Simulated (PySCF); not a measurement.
CH₃Cl₃Sn, SMILES [Cl][Sn]([Cl])([Cl])[CH3] (connectivity only; charge and spin as stated), charge -1, multiplicity 2.

The structure is a stationary point at B3LYP-D3(BJ)/def2-SVPD. The spin state was assumed, not searched. The isomer is the one that the SMILES or the coordinates give; other isomers of the formula were not compared. The def2 effective core potentials stand for the cores of Sn; spin–orbit coupling is left out.

Method: B3LYP-D3(BJ)/def2-SVPD (PySCF).

Frequencies are harmonic and unscaled.

Modes within 1.5 cm⁻¹ of each other (mostly degenerate sets) share a row, with their intensities summed.

| mode | ν (cm⁻¹) | IR (km/mol) | moving atoms (share of kinetic energy) |
|---|---|---|---|
| 1–2 | 36 | 0.3 | Cl 89 %, Sn 9 % |
| 3 | 92 | 12.2 | Cl 56 %, Sn 37 % |
| 4 | 114 | 0.0 | H 100 % |
| 5–6 | 120 | 0.6 | C 50 %, H 25 %, Cl 20 % |
| 7 | 233 | 4.9 | Cl 99 % |
| 8–9 | 239 | 252.7 | Cl 64 %, Sn 36 % |
| 10 | 465 | 23.0 | C 70 %, H 17 %, Sn 13 % |
| 11–12 | 707 | 36.6 | H 84 %, C 15 % |
| 13 | 1123 | 0.0 | H 82 %, C 18 % |
| 14–15 | 1408 | 4.4 | H 94 % |
| 16 | 3034 | 16.1 | H 98 % |
| 17–18 | 3151 | 12.7 | H 90 %, C 10 % |
